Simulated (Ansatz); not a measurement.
Wavefunction ladder for C₅H₇F₂GaO₂, SMILES `CC1=CC(C)=[O+][Ga-]([F])([F])[O]1`

Z-matrix (Å, degrees):
```
C
C 1 1.490
H 1 1.088 2 112.5
H 1 1.093 2 108.9 3 -121.9
H 1 1.093 2 108.9 3 121.8
C 2 1.395 1 120.2 3 -0.1
O 2 1.277 1 114.7 3 179.9
C 6 1.395 2 125.3 1 -180.0
H 6 1.080 2 117.4 1 0.0
Ga 7 1.883 2 123.7 1 180.0
C 8 1.490 6 120.2 2 180.0
O 8 1.277 6 125.1 2 -0.0
F 10 1.747 7 110.0 2 114.3
F 10 1.747 7 110.0 2 -114.3
H 11 1.093 8 108.9 6 -121.7
H 11 1.088 8 112.5 6 0.2
H 11 1.093 8 108.9 6 122.0
```

Charge 0, multiplicity 1. Correlated methods include outer-core shells of Ga, which these sets cover unevenly. Scalar relativity is left out up to krypton. The structure was optimised at the PBE0-D4/def2-TZVP level. Frozen core, restricted reference, Ansatz.

| basis | HF (Eh) | MP2 corr. | CCSD corr. | (T) | CCSD(T) total |
| --- | --- | --- | --- | --- | --- |
| def2-SVP | -2464.77952 | -1.60198 | -1.64083 | -0.05010 | -2466.47045 |
| def2-TZVPP | -2465.67833 | -1.98602 | -2.00887 | -0.08264 | -2467.76984 |
| def2-QZVPP | -2465.74377 | -2.36929 | – | – | – |
